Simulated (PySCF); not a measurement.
**RhSe₂: from structure and modes to constants**

These are results of UPBE/[Rh def2-SVP with ECP28, Se def2-SVP], scalar-relativistic core potentials, density fitting, no spin–orbit coupling, PySCF, not measurements.

The doublet minimum has C2v symmetry. Masses (u): Rh 102.90550, Se 79.91652.

```xyz
3
charge 0 multiplicity 2, angstrom
Rh    0.0000    0.0000   -0.6791
Se    1.8933    0.0000    0.4376
Se   -1.8933    0.0000    0.4376
```

Harmonic wavenumbers (cm⁻¹): 77.4 (a1, ×1), 322.7 (a1, ×1), 375.7 (b2, ×1).

Find the principal moments of inertia and the rotational constants. What kind of rotor is it?

About the centre of mass I = 78.059, 572.94, 651 u Å². With B = 16.8576/I this gives 0.216, 0.02942, 0.0259 cm⁻¹. The molecule is an asymmetric top with κ = -0.96.

Find the vibrational entropy and heat capacity at 298.15 K.

With u = 1.43878 ω/T, each mode gives S = R[u/(eᵘ−1) − ln(1−e⁻ᵘ)] and C = R u² eᵘ/(eᵘ−1)².
| ω (cm⁻¹) | u | S (J/(mol K)) | C (J/(mol K)) |
| --- | --- | --- | --- |
| 77.4 | 0.373 | 16.55 | 8.22 |
| 322.7 | 1.557 | 5.42 | 6.82 |
| 375.7 | 1.813 | 4.42 | 6.37 |
The sums over all modes are S = 26.4 and C = 21.4 J/(mol K); the softest mode gives 63 % of the entropy.

Only a few start shapes were tried, so a lower isomer may exist. Open d and f shells are described by one determinant, and the ground state may have another occupation or spin.
